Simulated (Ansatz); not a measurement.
Geometry optimisation, RKS B3LYP-D4/def2-SVP (Ansatz 0.2.0).

The input (input.yaml):

```yaml
crystal:
  periodic: [false, false, false]
  atoms:
    - { symbol: Al, position_ang: [-0.103341, 0.548526, -0.550321] }
    - { symbol: "N", position_ang: [-0.09416, 0.11715, 2.51258] }
    - { symbol: H, position_ang: [-0.849037, -0.356139, 3.008284] }
    - { symbol: H, position_ang: [0.765859, 0.014045, 3.049423] }
    - { symbol: "N", position_ang: [1.516483, 0.142116, -1.105351] }
    - { symbol: H, position_ang: [1.798619, -0.722879, -1.555538] }
    - { symbol: H, position_ang: [2.327995, 0.725005, -0.923774] }
    - { symbol: Cl, position_ang: [-1.764826, -0.625539, -1.058125] }
    - { symbol: Cl, position_ang: [-0.431485, 2.542388, 0.310669] }
    - { symbol: H, position_ang: [-0.323107, 1.129226, 2.461153] }
basis:
  gaussian: { orbitals: def2-SVP }
hamiltonian:
  xc: b3lyp
  dispersion: d4
relax:
  f_tol: 0.03
  max_steps: 50
```

Run as:

```bash
$ ansatz run input.yaml --threads 2 --pin off --max-ram 3072MiB --backend cpu --events-out ev --progress --plain --runs-dir out
```

Question: Where does it end, and by what steps?

Answer: The forces met the threshold. After 9 steps the energy has fallen by 1.078 eV; H3 moved furthest, 0.78 Å. Joined: Al1–N2 (3.09 → 2.03 Å).

```tsv
step	energy less start (eV)	largest force component (eV/Å)	accepted
0	0.0000	1.045	yes
1	-0.2616	0.749	yes
2	-0.5398	0.546	yes
3	-0.7986	0.941	yes
4	-0.9756	1.358	yes
5	-1.0516	0.624	yes
6	-1.0726	0.239	yes
7	-1.0662	0.508	no
8	-1.0771	0.055	yes
9	-1.0783	0.017	yes
```

```xyz
10
Properties=species:S:1:pos:R:3
Al -0.092 0.607 0.012
N -0.070 0.222 2.009
H -0.753 -0.502 2.247
H 0.861 -0.101 2.284
N 1.521 0.094 -0.572
H 1.656 -0.750 -1.122
H 2.215 0.781 -0.854
Cl -1.765 -0.629 -0.515
Cl -0.434 2.724 0.118
H -0.295 1.067 2.540
```

Whether the end is a true minimum wasn't checked by a vibrational analysis.

Run time: 35 s on 2 threads of Arm Neoverse V2, with other jobs on the host, peak memory 0.24 GiB.
